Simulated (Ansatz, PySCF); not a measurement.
Here is a job for PySCF.
```python
from pyscf import gto, scf, mp

mol = gto.Mole()
mol.atom = '''
    C    -2.351200   -1.276742   -0.346431
    O    -1.499053   -0.171473   -0.464038
    Si    0.000320    0.003483    0.136743
    C     0.004785    0.052126    2.046433
    O     0.609654    1.364572   -0.508094
    C     0.076563    2.658524   -0.452345
    O     0.886091   -1.229137   -0.442674
    C     2.271942   -1.411141   -0.353817
    H    -1.836377   -2.192979   -0.637966
    H    -2.704837   -1.380188    0.682198
    H    -3.202708   -1.109507   -1.006855
    H    -0.722912    0.762195    2.430162
    H     0.976311    0.343143    2.436863
    H    -0.236240   -0.918406    2.471831
    H    -0.968744    2.658371   -0.763566
    H     0.659356    3.285626   -1.127836
    H     0.144734    3.057631    0.562497
    H     2.800228   -0.518704   -0.691453
    H     2.536044   -2.255737   -0.991076
    H     2.564595   -1.628515    0.676203
'''
mol.basis = 'sto-3g'
mol.charge = 0
mol.spin = 0
mol.verbose = 4
mol.build()

mf = scf.RHF(mol)
mf.kernel()

pt = mp.MP2(mf, frozen=12)
pt.kernel()
print('E(MP2) = %.10f' % pt.e_tot)
```

**Question.** Write the same job for Ansatz (a program for electronic structure).

**Answer.** Several could match; the one computed here: 
Ansatz 0.2 input:
```yaml
crystal:
  periodic: [false, false, false]
  atoms:
    - {symbol: C, position_ang: [-2.35120043, -1.27674156, -0.34643132]}
    - {symbol: O, position_ang: [-1.49905331, -0.17147283, -0.46403798]}
    - {symbol: Si, position_ang: [0.00031971, 0.00348305, 0.13674299]}
    - {symbol: C, position_ang: [0.00478463, 0.05212581, 2.04643346]}
    - {symbol: O, position_ang: [0.60965432, 1.36457226, -0.50809365]}
    - {symbol: C, position_ang: [0.07656315, 2.65852392, -0.45234479]}
    - {symbol: O, position_ang: [0.88609113, -1.22913671, -0.44267421]}
    - {symbol: C, position_ang: [2.27194248, -1.41114068, -0.35381704]}
    - {symbol: H, position_ang: [-1.83637703, -2.19297873, -0.63796567]}
    - {symbol: H, position_ang: [-2.70483729, -1.38018781, 0.68219784]}
    - {symbol: H, position_ang: [-3.20270831, -1.10950683, -1.00685516]}
    - {symbol: H, position_ang: [-0.72291189, 0.76219536, 2.43016166]}
    - {symbol: H, position_ang: [0.97631051, 0.34314263, 2.43686273]}
    - {symbol: H, position_ang: [-0.23624012, -0.91840604, 2.47183131]}
    - {symbol: H, position_ang: [-0.96874424, 2.65837143, -0.76356558]}
    - {symbol: H, position_ang: [0.65935611, 3.28562621, -1.12783560]}
    - {symbol: H, position_ang: [0.14473364, 3.05763078, 0.56249737]}
    - {symbol: H, position_ang: [2.80022780, -0.51870423, -0.69145256]}
    - {symbol: H, position_ang: [2.53604404, -2.25573748, -0.99107630]}
    - {symbol: H, position_ang: [2.56459478, -1.62851473, 0.67620299]}
basis:
  gaussian:
    orbitals: STO-3G
magnetization: {spin_polarized: false}
correlation: {method: mp2, electrons: outside_noble_gas}
accuracy: high
```

Both were run: PySCF gave -664.164544 Eh and Ansatz -664.164545 Eh, 0.000 mEh apart.
